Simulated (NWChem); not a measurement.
Molecule: C3H4F2Si; SMILES C1(F)[SiH2][C@H](C=1)F

```xyz
10

F     -0.4746     2.3626     0.1808
C     -0.2296     1.0781     0.0166
C     -1.1213     0.1084    -0.2640
C     -0.2973    -1.1385    -0.4535
F     -0.6190    -2.1460     0.4313
Si     1.2507    -0.0738    -0.0106
H     -2.2112     0.1851    -0.3611
H     -0.3569    -1.5526    -1.4750
H      1.8877    -0.3877     1.2999
H      2.3077     0.1615    -1.0406
```
Atoms are numbered in this order, from 1.

Level: PBE0/def2-SVP (NWChem), optimised geometry, unscaled harmonic frequencies. 

Q: List the harmonic frequencies with IR intensities, and the thermochemistry.

A: 
```tsv
frequency (cm⁻¹)	IR intensity (km/mol)
123	1.7
266	4.5
321	3.2
359	1.8
438	0.6
551	10.2
582	12.1
661	15.5
664	32.0
736	56.2
781	61.5
893	38.0
956	134.3
1004	13.1
1091	123.6
1153	9.6
1249	6.6
1302	126.4
1345	20.4
1701	116.4
2231	116.0
2256	90.1
3085	18.1
3188	3.9
```

* **zero-point energy**: 38.5 kcal/mol
* **thermal correction to the enthalpy at 298.15 K (with zero-point energy)**: 42.9 kcal/mol
* **heat capacity Cv**: 22.0 cal/(mol K)
* **entropy at 298.15 K and 1 atm (symmetry number 1)**: 77.9 cal/(mol K)
* **dipole moment**: 1.31 D

Rigid rotor and harmonic oscillator.
